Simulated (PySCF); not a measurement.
Level of theory: PBE-D3(BJ)/def2-TZVP // M06-2X/def2-TZVP (PySCF). Gas-phase values, no solvent. Delta-SCF ions had no search for a lower state. 

Reference species (SMILES): `B` (neutral, multiplicity 1).

```json
{
  "vertical ionisation energy (Delta-SCF)": "12.91 eV",
  "LUMO": "-3.04 eV",
  "HOMO": "-8.49 eV",
  "HOMO–LUMO gap": "5.44 eV"
}
```

Changed species: `BS(C)=O` (X = methylsulfinyl; the reference has X = H).

Task: Give the shifts of the vertical ionisation energy (Delta-SCF), LUMO, HOMO and HOMO–LUMO gap.

Result: the vertical ionisation energy (Delta-SCF) drops by 4.00 eV, to 8.91 eV; the LUMO increases by 1.25 eV, to -1.79 eV; the HOMO goes up by 2.84 eV, to -5.65 eV; the HOMO–LUMO gap falls by 1.59 eV, to 3.85 eV.
